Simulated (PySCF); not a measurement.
**Basis and Hamiltonian dependence of the excitation energy of Ga⁺**

Ga⁺ [Ar] 3d10 4s2 (1S) → Ga⁺ [Ar] 3d10 4s1 5s1 (3S). All values are computed (PySCF 2.14, energy differences of UHF-based or UKS calculations, no spin-orbit coupling). Values in eV.

| basis | Hamiltonian | functions | UHF | r2SCAN | PBE0 | MP2 (valence) | CCSD(T) (valence) |
| --- | --- | --- | --- | --- | --- | --- | --- |
| aug-cc-pVTZ-PP with ECP10MDF | ECP | 55 | 11.283 | 12.711 | 12.441 | 11.923 | 12.142 |
| aug-cc-pVTZ-DK | spin-free X2C | 59 | 11.344 | 12.794 | 12.560 | 11.962 | 12.175 |
| x2c-QZVPPall with one added diffuse shell each of s, p, d, f type | spin-free X2C | 110 | 11.273 | 12.730 | 12.500 | 11.934 | 12.133 |
| aug-cc-pVQZ-PP with one added diffuse shell each of s, p, d, f, g type with ECP10MDF | ECP | 114 | 11.273 | 12.701 | 12.431 | 11.939 | n/a |

Frozen in the all-electron rows: valence: [Ar] 3d10; with a core potential, the same shells as far as they lie outside it.

Reference for a calculation without spin-orbit coupling: 12.764 eV (measured, between term centres; NIST).
